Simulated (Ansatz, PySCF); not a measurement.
Spin states of H2IrO2 (SMILES [OH][Ir][OH]), each relaxed with B3LYP-D3(BJ)/def2-TZVP.
State 1 (charge 0, multiplicity 4):
```xyz
5

Ir     0.004    -0.303    -0.061
O      1.541     0.000    -1.116
H      1.632     0.766    -1.694
O     -1.540    -0.484     1.014
H     -1.691     0.051     1.800
```
State 2 (charge 0, multiplicity 2):
```xyz
5

Ir     0.046    -0.350    -0.028
O      1.385    -0.055    -1.247
H      1.627     0.833    -1.540
O     -1.304    -0.564     1.188
H     -1.808     0.166     1.569
```

Singlets are restricted, other states unrestricted; no spin–orbit coupling, no relativity up to Kr; see below for the cores. The largest T1 diagnostic is 0.032.

Correlated levels freeze the inner cores; with def2 sets outer-core shells near the valence are correlated too.

Programs: Ansatz (Gaussian orbitals); PySCF for the dispersion terms. Values without a source in brackets are computed. In def2 rows elements past Kr take small-core potentials, without spin–orbit coupling.

```
level                    energy of the multiplicity-2 state less that of the multiplicity-4 state (eV)
-----------------------  -----------------------------------------------------------------------------
PBE/def2-TZVPP                                                                                     ___
B97M-V/def2-TZVPP                                                                                  ___
B3LYP/def2-TZVPP                                                                                -0.013
PBE0-D3(BJ)/def2-TZVPP                                                                           0.053
BHLYP-D3(BJ)/def2-TZVPP                                                                          0.293
BHLYP-D4/def2-TZVPP                                                                              0.293
CAM-B3LYP/def2-TZVPP                                                                             0.058
wB97X-V/def2-TZVPP                                                                              -0.011
CCSD(T)/def2-SVP                                                                                 0.057
```

Task: Some entries are withheld; supply them.

Result: 
- PBE/def2-TZVPP, energy of the multiplicity-2 state less that of the multiplicity-4 state (eV): -0.205
- B97M-V/def2-TZVPP, energy of the multiplicity-2 state less that of the multiplicity-4 state (eV): 0.155

Doubts at one or more of the structures used: a spin-contaminated determinant (PBE/def2-TZVPP, B97M-V/def2-TZVPP, B3LYP/def2-TZVPP, PBE0-D3(BJ)/def2-TZVPP, BHLYP-D3(BJ)/def2-TZVPP, BHLYP-D4/def2-TZVPP, CAM-B3LYP/def2-TZVPP, wB97X-V/def2-TZVPP).

Ansatz is an electronic-structure program.
